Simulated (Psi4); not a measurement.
C2H8GaN, charge -1, doublet, at a GFN2-xTB geometry (such geometries of metal compounds can be far from the true shape) (a state made from the parent by changing its charge; the spin is typed, not shown lowest) (a gas-phase anion, which may not be bound at this level); R2SCAN/6-31G** (Psi4).

The Psi4 input:
```
memory 2 GB

molecule mol {
-1 2
Ga   -0.166568    0.184067    0.350776
C    -1.281477   -1.408963   -0.473446
H    -0.741333   -1.797094   -1.345226
H    -2.279402   -1.113475   -0.821649
H    -1.426876   -2.253881    0.211830
C     0.245967    1.480624   -1.264422
H     0.679929    0.891620   -2.081217
H     0.966533    2.273921   -1.027581
H    -0.645248    1.977985   -1.667884
N     1.553131   -0.656123    0.602289
H     2.344656   -0.062896    0.843297
H     1.606476   -1.459369    1.225558
}

set {
  basis 6-31g**
  reference uks
  dft_radial_points 99
}

energy('r2scan')
print_variables()
```

It wrote (shortened):

```
   => Loading Basis Set <=

    Name: 6-31G**
    Role: ORBITAL
    Keyword: BASIS

         ---------------------------------------------------------
                                   SCF
               by Justin Turney, Rob Parrish, Andy Simmonett
                          and Daniel G. A. Smith
                              UKS Reference
         ---------------------------------------------------------

  ==> Geometry <==

    Molecular point group: c1
    Full point group: C1

    Geometry (in Angstrom), charge = -1, multiplicity = 2:

       Center              X                  Y                   Z               Mass
    ------------   -----------------  -----------------  -----------------  -----------------
         GA          -0.152222368836     0.159683821599     0.289401248245    68.925573500000
         C           -1.267131368836    -1.433346178401    -0.534820751755    12.000000000000
         H           -0.726987368836    -1.821477178401    -1.406600751755     1.007825032230
         H           -2.265056368836    -1.137858178401    -0.883023751755     1.007825032230
         H           -1.412530368836    -2.278264178401     0.150455248245     1.007825032230
         C            0.260312631164     1.456240821599    -1.325796751755    12.000000000000
         H            0.694274631164     0.867236821599    -2.142591751755     1.007825032230
         H            0.980878631164     2.249537821599    -1.088955751755     1.007825032230
         H           -0.630902368836     1.953601821599    -1.729258751755     1.007825032230
         N            1.567476631164    -0.680506178401     0.540914248245    14.003074004430
         H            2.359001631164    -0.087279178401     0.781922248245     1.007825032230
         H            1.620821631164    -1.483752178401     1.164183248245     1.007825032230

  Running in c1 symmetry.

  Rotational constants: A =      0.15689  B =      0.14042  C =      0.09542 [cm^-1]
  Rotational constants: A =   4703.38187  B =   4209.76776  C =   2860.75398 [MHz]
  Nuclear repulsion =  265.820904475089662

  Charge       = -1
  Multiplicity = 2
  Electrons    = 59
  Nalpha       = 30
  Nbeta        = 29

  ==> Algorithm <==

  SCF Algorithm Type is DF.
  DIIS enabled.
  MOM disabled.
  Fractional occupation disabled.
  Guess Type is SAD.
  Energy threshold   = 1.00e-06
  Density threshold  = 1.00e-06
  Integral threshold = 1.00e-12

  ==> Primary Basis <==

  Basis Set: 6-31G**
    Blend: 6-31G**
[...]
      Ntotal   =   59.0000006309 ; deviation = 6.309e-07

   @Spin Contamination Metric:   2.399505481E-03
   @S^2 Expected:                7.500000000E-01
   @S^2 Observed:                7.523995055E-01
   @S   Expected:                5.000000000E-01
   @S   Observed:                5.000000000E-01

    Orbital Energies [Eh]
    ---------------------

    Alpha Occupied:

[...]
    Alpha Virtual:

[...]
    Beta Occupied:

[...]
    Beta Virtual:

[...]
     120A     74.596967

    Final Occupation by Irrep:
              A
    DOCC [    29 ]
    SOCC [     1 ]
    NA   [    30 ]
    NB   [    29 ]

  @DF-UKS Final Energy: -2060.26186795097783

   => Energetics <=

    Nuclear Repulsion Energy =            265.8209044750896624
    One-Electron Energy =               -3408.0288072174280387
    Two-Electron Energy =                1177.8326567173166950
    DFT Exchange-Correlation Energy =     -95.8866219259560921
    Empirical Dispersion Energy =           0.0000000000000000
    VV10 Nonlocal Energy =                  0.0000000000000000
    Total Energy =                      -2060.2618679509778303

  UHF NO Occupations:
  HONO-2 :   28  A 1.9998586
  HONO-1 :   29  A 1.9992599
  HONO-0 :   30  A 1.0000000
  LUNO+0 :   31  A 0.0007401
  LUNO+1 :   32  A 0.0001414
  LUNO+2 :   33  A 0.0001284
  LUNO+3 :   34  A 0.0000728

Computation Completed

Properties will be evaluated at   0.000000,   0.000000,   0.000000 [a0]

Properties computed using the SCF density matrix

 Multipole Moments:

 ------------------------------------------------------------------------------------
     Multipole            Electronic (a.u.)      Nuclear  (a.u.)        Total (a.u.)
 ------------------------------------------------------------------------------------

 L = 1.  Multiply by 2.5417464519 to convert [e a0] to [Debye]
 Dipole X            :         -1.2404235            1.5723100            0.3318864
 Dipole Y            :          2.5164095           -2.6725099           -0.1561004
 Dipole Z            :          6.7975663           -6.7269273            0.0706391
 Magnitude           :                                                    0.3735048

 ------------------------------------------------------------------------------------

  Variable Map:
  ----------------------------------------------------------------------------
[...]
  Array Variable Map:
  ----------------------------------------------------------------------------
[...]
[...]
```
